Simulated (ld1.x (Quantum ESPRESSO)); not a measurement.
## promethium: excitation energies, all-electron against TM semilocal

- Element: promethium (Pm)
- Generator: ld1.x (Quantum ESPRESSO) 7.5
- Type: norm-conserving Troullier–Martins (semilocal form)
- Functional: PBE
- Relativity: scalar-relativistic
- Frozen core: [Xe]
- Valence charge: 7
- Reference configuration: 4f5 5d0 6s1.5 6p0 (charge +0.5)
- Partial waves: 6p (bound, empty): rc 3.15 bohr; 5d (bound, empty): rc 2.15 bohr; 4f (bound): rc 1.70 bohr; 6s (bound): rc 3.95 bohr
- Local potential: the s channel
- Core correction: none

Energies are relative to the spin-unpolarised reference configuration 4f5 5d0 6s1.5 6p0; without spin polarisation the order of configurations can differ from experiment.

```csv
valence configuration,charge,ΔE all-electron (eV),error AE − PS (meV)
4f5 5d0 6s2 6p0,0,-2.340,+2.7
4f5 5d0 6s1 6p0,+1,3.533,+7.3
4f5 5d0 6s0 6p0,+2,14.473,+289
4f4 5d1 6s2 6p0,0,0.095,-330
4f5 5d1 6s0 6p0,+1,4.769,+118
```

**Question.** What are ΔE and the potential's error for 4f5 5d0.5 6s1.5 6p0?

**Answer.** ΔE = -1.439 eV all-electron; the error (AE − PS) is +15 meV.

**Question.** What are ΔE and the potential's error for 4f5 5d0 6s0 6p2?

**Answer.** ΔE = 2.546 eV all-electron; the error (AE − PS) is +67 meV.

Levels in the configuration 4f5 5d0 6s1 6p0:

| level | all-electron (eV) | pseudo (eV) |
| --- | --- | --- |
| 4f | -8.152 | -8.137 |
| 6s | -8.310 | -8.261 |
